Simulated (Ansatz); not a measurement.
Basis sets compared for B8⁺. The state is a doublet with charge 1. Geometry PBE-D4/def2-SVP. Ansatz on 4 threads of Intel Xeon Platinum 8488C on a shared host; times are rough, and most runs start from earlier orbitals.

Cartesian coordinates in Å:
```
B 0.627 0.007 -1.130
B 0.861 -1.336 0.139
B 0.565 1.466 -0.440
B -0.943 -0.882 0.056
B -1.262 0.430 0.940
B 0.498 0.118 0.748
B -0.035 -1.486 -1.162
B -0.312 1.683 0.850
```

Another isomer (doublet) lies 0.88 eV lower at PBE0-D4/def2-TZVP; other spin states weren't run for this one.

| level | functions | energy (Eh) | HOMO (eV) | LUMO (eV) | wall time |
| --- | --- | --- | --- | --- | --- |
| PBE-D4/def2-SVP | 112 | -197.7647 | -11.79 | -10.94 | 1.2 s |
| PBE0-D4/def2-SVP | 112 | -197.7875 | -12.53 | -10.05 | 1.8 s |

**Question.** Estimate the rows for PBE-D4/def2-TZVP (with forces), PBE0-D4/def2-TZVP.

**Answer.** 
```json
{"level": "PBE-D4/def2-TZVP (with forces)", "functions": "248", "energy (Eh)": "-197.9638", "HOMO (eV)": "-11.78", "LUMO (eV)": "-10.91", "wall time": "3.4 s"}
{"level": "PBE0-D4/def2-TZVP", "functions": "248", "energy (Eh)": "-197.9857", "HOMO (eV)": "-12.52", "LUMO (eV)": "-10.01", "wall time": "5.5 s"}
```
